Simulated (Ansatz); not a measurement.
Cost and result for the atomization energy of CH$_{6}$AlBOS (11 atoms, 11 bonds).

```xyz
11

C     0.2493   -0.8826    1.2300
O     0.0514    0.0284    0.1518
B     0.2287    1.4298    0.2047
S    -0.1270    2.1959   -1.3418
Al   -0.4979   -0.0300   -1.7208
H     1.0117   -1.6062    0.9419
H    -0.6917   -1.3929    1.4356
H     0.5737   -0.3267    2.1091
H     0.5808    1.9163    1.2352
H     0.6300   -0.8211   -2.5062
H    -2.0091   -0.5109   -1.7394
```

The species carries charge 0 and has multiplicity 1. The bonds changed during the relaxation, so this is another structure than the one it started from. The geometry is a stationary point of PBE0-D4/def2-TZVP. It is one conformer, not always the lowest. Program: Ansatz. All runs use 4 threads of an Arm Neoverse V1 on a shared host. Times are those of one run each, without the atoms' runs, and a repeat can differ threefold. Electronic energies, without spin–orbit coupling; frozen cores. CCSD(T)/CBS adds CCSD(T) − MP2 in def2-TZVPP to the MP2 limit, and its time is that of the two runs behind it. T1 = 0.013. B3LYP takes the VWN-RPA correlation (the form of Gaussian; ORCA's B3LYP/G).

CCSD(T)/CBS is a level of theory with its own doubt, some kJ/mol a heavy atom from the limit and from the frozen cores, so smaller differences don't rank the functionals.

```
                             level  functions  wall time  atomization (kcal/mol)  difference from CCSD(T)/CBS  per bond
   PBE-D4/def2-TZVPP (with forces)        261        3 s                   957.1                         11.0       1.0
                PBE0-D4/def2-TZVPP        261      3.9 s                   945.1                         -1.0      -0.1
r2SCAN-D4/def2-TZVPP (with forces)        261      5.5 s                   953.1                          7.0       0.6
 B3LYP-D4/def2-TZVPP (with forces)        261        6 s                   944.2                         -1.9      -0.2
                 B2PLYP/def2-TZVPP        261        7 s                   935.1                        -11.0      -1.0
                ωB97X-V/def2-TZVPP        261      9.5 s                   950.4                          4.3       0.4
  ωB97M-V/def2-TZVPP (with forces)        261       14 s                   951.3                          5.2       0.5
                    MP2/def2-QZVPP        491       39 s                   952.5                          6.4       0.6
                CCSD(T)/def2-TZVPP        261    2.4 min                   922.7                        -23.4      -2.1
                 CCSD(T)/CBS(def2)          –    3.1 min                   946.1                          0.0       0.0
```

From PBE to PBE0 (25 % exact exchange), in def2-TZVPP and without D4, the atomization energy moves by −11.1 kcal/mol: exact exchange takes away binding that semilocal exchange gives to molecules. The D4 term adds +9.7 kcal/mol with B3LYP and +5.1 kcal/mol with PBE0; it sums over pairs of atoms, weighted by their polarisabilities, and B3LYP, whose exchange is more repulsive, gets the larger term. In def2-TZVPP, CCSD(T) changes the Hartree–Fock value by +212.5 kcal/mol (the triples alone add +13.4 kcal/mol) and MP2 by +228.4 kcal/mol; breaking electron pairs costs correlation energy, which Hartree–Fock lacks.
